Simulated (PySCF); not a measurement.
**UHF on Cr(2+) (chromium, charge +2)**

Configuration: [Ar] 3d4, high-spin 5D determinant. Computed with PySCF 2.14 in aug-cc-pVDZ-DK (7s6p4d2f, 59 functions), with scalar relativity by spin-free X2C-1e.

| Quantity | Value |
| --- | --- |
| Total energy | -1048.879166 hartree |
| One-electron energy | -1428.5048 hartree |
| Hartree (Coulomb) energy | 427.3130 hartree |
| Exchange energy | -47.6873 hartree |
| ⟨S²⟩ | 6.0013 |
| ⟨L²⟩ | 6.016 |
| Sum of ⟨r⟩ | 14.59 bohr |
| Sum of ⟨r²⟩ | 16.26 bohr² |
| Traceless quadrupole moment −½Σ⟨3z² − r²⟩ along its main axis | -0.504 e·bohr² |
| Langevin diamagnetic susceptibility | -12.9 ×10⁻⁶ cm³/mol |
| Time after the integrals | 0.29 s of wall time on 1 thread of Neoverse-V2 (shared host) |

```
shell  electrons  mean orbital energy (eV)  spread (eV)  rms radius, mean of both spins (bohr)
 1s α          1                   -6064.4            0                                 0.0734
 1s β          1                   -6064.3            0                                 0.0734
 2s α          1                   -747.05            0                                  0.316
 2s β          1                   -744.47            0                                  0.316
 2p α          3                   -628.38        0.039                                  0.287
 2p β          3                   -625.76        0.803                                  0.287
 3s α          1                   -117.78            0                                  0.965
 3s β          1                   -109.45            0                                  0.965
 3p α          3                   -83.658        1.292                                   1.04
 3p β          3                   -73.468        2.001                                   1.04
 3d α          4                   -32.506        1.716                                   1.34
```

Densities and radii are taken from the X2C orbitals without a picture-change correction, which distorts them close to the nucleus.
